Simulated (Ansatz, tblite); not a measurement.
Forces on the cluster Au₃I₂ at its PBE-D4/def2-SVP geometry. Charge 0, multiplicity 2.

In the def2 sets Au, I take a core potential; there is no spin–orbit coupling. The xTB rows come from tblite. At PBE-D4/def2-TZVP the gap within one spin of the charge 0 doublet nearly closes, so an electron or hole may be smeared out by delocalisation error. No other spin state of charge 0 was run. Another isomer (doublet) lies 0.59 eV lower at PBE0-D4/def2-TZVP; other spin states weren't run for this one.

GFN1-xTB (tblite), largest force 1.00 eV/Å:

```xyz
5
positions Å, forces eV/Å
Au    1.584   -1.517    1.251   -0.627    0.601   -0.494
Au    0.171    0.708    1.175    0.093   -0.449   -0.356
Au    0.160   -1.024   -0.912    0.096    0.265    0.502
I    -0.945    2.970    1.714    0.217   -0.445   -0.111
I    -0.971   -1.137   -3.228    0.221    0.027    0.459
```

GFN2-xTB (tblite), largest force 0.57 eV/Å:

```
Au -0.224 0.215 -0.176
Au 0.242 -0.504 -0.133
Au 0.242 0.039 0.514
I -0.130 0.272 0.074
I -0.130 -0.023 -0.279
```

PBE-D4/def2-TZVP (Ansatz), largest force 0.35 eV/Å:

```
Au -0.162 0.156 -0.127
Au -0.070 0.091 -0.027
Au -0.072 0.043 -0.088
I 0.151 -0.309 -0.077
I 0.153 0.019 0.319
```
